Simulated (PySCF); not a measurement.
CH5ClGe, SMILES [CH3][GeH2][Cl]. Geometry: B3LYP-D3(BJ)/def2-SVP.

### Question
Give the equilibrium geometry at B3LYP-D3(BJ)/def2-SVP (PySCF confirms it by a frequency run) as a Z-matrix, and its point group. (An estimate is asked for; the answer gives what the named calculation found.)

### Answer
point group Cs.
```
Ge
H 1 1.5410
H 1 1.5410 2 110.81
C 1 1.9534 2 112.31 3 -126.50
H 4 1.0994 1 109.88 2 -177.08
H 4 1.0994 5 108.94 1 -120.42
H 4 1.1011 5 109.09 6 -118.98
Cl 1 2.1886 2 106.73 3 115.84
```
